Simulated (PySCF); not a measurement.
Gas-phase reaction: TiO₂ + 4 OH = Ti(OH)₄ + O₂

Method: PySCF energies (xtb for GFN2) plus ideal-gas RRHO corrections (1 bar). † marks an energy on the PBE0/def2-TZVP geometry and frequencies; other levels use their own. MP2 freezes the core. 6-31G* has spherical d functions here. Open shells (unrestricted): OH (multiplicity 2), O₂ (multiplicity 3); the rest are closed-shell singlets. GFN2 has no spin-polarisation term. Spin-orbit splitting is ignored; it lowers the true energy and changes the entropy of OH. B3LYP is the form with VWN-RPA correlation. Ti(OH)₄: computed as isolated molecules; such fragments, hydroxides, amides, oligomers or adducts are transient or little studied in the gas. MP2 isn't extrapolated to the basis-set limit.

| level | ΔH°(298 K), kJ |
|---|---|
| B3LYP/6-31G* | (withheld) |
| BLYP/def2-TZVP† | (withheld) |
| GFN2-xTB | -1553 |
| HF/def2-TZVP† | -905 |
| M06-2X/def2-TZVP† | (withheld) |
| MP2/def2-TZVPP† | -1099 |
| PBE/def2-SVP | (withheld) |
| PBE0/def2-SVP† | -1182 |
| r2SCAN/def2-TZVP† | -1145 |
| ωB97M-V/def2-TZVP† | -1160 |
| ωB97X-V/def2-TZVP† | -1165 |

Question: What belongs in the gaps?

Answer: 
- B3LYP/6-31G*, ΔH°(298 K), kJ: -1152
- BLYP/def2-TZVP†, ΔH°(298 K), kJ: -1120
- M06-2X/def2-TZVP†, ΔH°(298 K), kJ: -1208
- PBE/def2-SVP, ΔH°(298 K), kJ: -1240
